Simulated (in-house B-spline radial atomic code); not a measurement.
Inner-shell binding energies (edges) and X-ray emission energies of free atoms and ions, as differences of relaxed hole-state energies with first-order Breit, QED and recoil terms, without correlation or multiplet splittings, in NIST's listed ground configurations. For neutral atoms such line energies lie within some 1 to 5 eV of tabulated X-ray lines (up to 20 eV for the heaviest). K = 1s, L1 = 2s, M5 = 3d5/2. A dash marks a subshell that is part filled or wasn't run, or a line left out. Computed with a B-spline radial code for spherical atoms: Dirac-Hartree-Fock, average of the configuration, finite nuclei.

```json
{"ion": "I", "configuration": "[Kr] 4d10 5s2 5p5", "K edge (eV)": "33176.5", "L1 edge (eV)": "5203.32", "M5 edge (eV)": "628.18"}
{"ion": "Xe+", "configuration": "[Kr] 4d10 5s2 5p5", "K edge (eV)": "34574.6", "L1 edge (eV)": "5469.91", "M5 edge (eV)": "687.46"}
{"ion": "Cs2+", "configuration": "[Kr] 4d10 5s2 5p5", "K edge (eV)": "36007.3", "L1 edge (eV)": "5745.92", "M5 edge (eV)": "750.46"}
{"ion": "Ba3+", "configuration": "[Kr] 4d10 5s2 5p5", "K edge (eV)": "37474.7", "L1 edge (eV)": "6031.27", "M5 edge (eV)": "816.98"}
```
